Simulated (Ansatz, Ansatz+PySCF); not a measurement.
```tsv
atom	x (Å)	y (Å)	z (Å)
Si	0.0000	0.0000	0.0000
F	-0.8257	0.5570	1.2346
F	-0.7694	0.3365	-1.3457
F	0.1615	-1.5720	0.1378
F	1.4336	0.6785	-0.0267
```

Basis set: def2-SVP (spherical functions). Correlated methods keep 9 orbitals frozen. Charge 0, multiplicity 3.

Computed with Ansatz (development build ahead of 0.2.0); each method stands on the lowest determinant of its kind that the runs found.

Problem. Give the atomization energy at this shape (free ground-state atoms in the same class of orbitals less the molecule, no zero-point energy) of triplet SiF₄ by UHF-MP2, UHF.

Solution.

```json
{"method": "UHF-MP2", "atomization energy": "251.65 kcal/mol"}
{"method": "UHF", "atomization energy": "129.17 kcal/mol"}
```

Caution: another spin multiplicity may lie lower; the determinant breaks the point group.
